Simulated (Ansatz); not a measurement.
Stepwise reaction of `[NH2][Ga]([NH2])[Cl]` with hydrogen fluoride, as a gas-phase model of exchange steps in deposition or etching. ΔE in kJ/mol; ΔG adds harmonic PBE0-D4 terms to CCSD(T)/CBS, at 1 bar.

Isolated molecules relaxed with PBE0-D4/def2-TZVP in Ansatz; ΔE leaves out vibrations. CCSD(T)/CBS is the MP2 limit (def2-TZVPP, def2-QZVPP) plus CCSD(T) − MP2 in def2-TZVPP, frozen cores. This one scheme is used for every species. DFT in def2-TZVPP. B3LYP here is the variant with VWN-RPA as its local correlation; programs differ in this. For Ga outer-core shells are correlated without core-valence functions, which leaves a few kJ/mol of doubt a bond. Scalar relativity is left out up to krypton. One conformer a species, not always the lowest.

| step | reaction | PBE-D4 | B3LYP-D4 | ωB97M-V | CCSD(T)/CBS | ΔG(400 K) |
| --- | --- | --- | --- | --- | --- | --- |
| 2 | `[NH2][Ga]([F])[Cl]` + H–F → `[F][Ga]([F])[Cl]` + NH₃ | -29.6 | -30.7 | -30.1 | -19.5 | -14.4 |

(1) Give the row of step 1, `[NH2][Ga]([NH2])[Cl]` + H–F → `[NH2][Ga]([F])[Cl]` + NH₃. (Estimate.)

(2) By hand: ΔE of the 2 steps together at CCSD(T)/CBS.

## Answers

(1) Ansatz gave: 
| step | reaction | PBE-D4 | B3LYP-D4 | ωB97M-V | CCSD(T)/CBS | ΔG(400 K) |
| --- | --- | --- | --- | --- | --- | --- |
| 1 | `[NH2][Ga]([NH2])[Cl]` + H–F → `[NH2][Ga]([F])[Cl]` + NH₃ | -48.0 | -50.3 | -49.4 | -38.3 | -39.9 |

(2) (-38.3) + (-19.5) = -57.8 kJ/mol, or -28.9 kJ/mol a step.

In ΔE each step is higher than the one before. All are downhill at CCSD(T)/CBS. ΔG lies between -39.9 and -14.4 kJ/mol a step. PBE-D4 differs from CCSD(T)/CBS by -10.1 to -9.7 kJ/mol a step. Isolated molecules leave out the surface, adducts and barriers. Largest T1 diagnostic: 0.014.
